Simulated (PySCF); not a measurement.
Deuteron quadrupole couplings in `C=NC1=CCS(=O)(=O)OC1`

Species: C5H7NO3S.
Structure used (GFN2-xTB), in Å, numbered top down from 1:
```
atom  x, y, z in Å
C1    -2.7766   -0.4098   -0.9000
N2    -1.7193   -1.0632   -0.7235
C3    -0.5329   -0.5034   -0.2886
C4     0.0112    0.5728   -0.8661
C5     1.3444    1.1330   -0.5215
S6     1.8156    0.5213    1.1109
O7     0.9134    1.0365    2.0934
O8     3.2169    0.6648    1.3125
O9     1.5161   -1.0439    0.8975
C10    0.1317   -1.2980    0.8052
H11   -3.6345   -0.9312   -1.2981
H12   -2.8924    0.6495   -0.6622
H13   -0.5219    1.0570   -1.6750
H14    2.1316    0.8192   -1.2046
H15    1.3181    2.2183   -0.4682
H16   -0.3407   -1.0431    1.7636
H17    0.0122   -2.3677    0.6146
```

Level: PBE0/pcSseg-1 (PySCF, non-relativistic); Q(2H) = 0.00286 b; rigid geometry, the same for H and D, with no vibrational averaging.

Problem. Rank these positions by the coupling χzz of a deuteron there, largest first.
A. H14 (methylene hydrogen)
B. H16 (methylene hydrogen)
C. H11 (hydrogen on a C=N carbon)
D. H17 (methylene hydrogen)

Solution. C (216 kHz), A (204 kHz), D (195 kHz), B (186 kHz).

Problem. Give the electric field gradient Vzz (the principal value of largest size), its asymmetry and the 2H coupling at each hydrogen.

Solution. 
| atom | bonded to | bond length (Å) | Vzz (au) | η | χzz (kHz) |
| --- | --- | --- | --- | --- | --- |
| H11 | C1 | 1.080 | 0.3217 | 0.03 | 216 |
| H12 | C1 | 1.092 | 0.2988 | 0.03 | 201 |
| H13 | C4 | 1.083 | 0.3219 | 0.10 | 216 |
| H14 | C5 | 1.089 | 0.3032 | 0.04 | 204 |
| H15 | C5 | 1.087 | 0.3068 | 0.05 | 206 |
| H16 | C10 | 1.098 | 0.2769 | 0.09 | 186 |
| H17 | C10 | 1.093 | 0.2899 | 0.07 | 195 |

Problem. How does χzz go with the bond length over the 7 C–H bonds?

Solution. A straight-line fit has a slope of -17.2 kHz for each 0.01 Å, with a correlation coefficient of -0.98, over lengths from 1.080 to 1.098 Å. The longer bonds have the smaller couplings here.

Problem. A static deuteron (I = 1) shows a doublet split by (3/2)χ, (3/4)χ(1 + η) and (3/4)χ(1 − η) with the field along z, y and x of the gradient. What are these for H17?

Solution. With |χ| = 194.8 kHz and η = 0.072: 292, 157 and 136 kHz, to first order and without motion.

Isolated species at its GFN2-xTB geometry (one conformer only). GFN2-xTB bond lengths can be off by several hundredths of an ångström, more for odd bonds, and the gradients follow them. With so small a basis the couplings can be 20 % off.

These values come from a run that also computed NMR shieldings. The run took 53 s of wall time (grids of density and orbitals included) on one thread of an Intel Xeon Platinum 8375C at 2.90 GHz (shared host), and the process peaked at 0.95 GiB of memory.
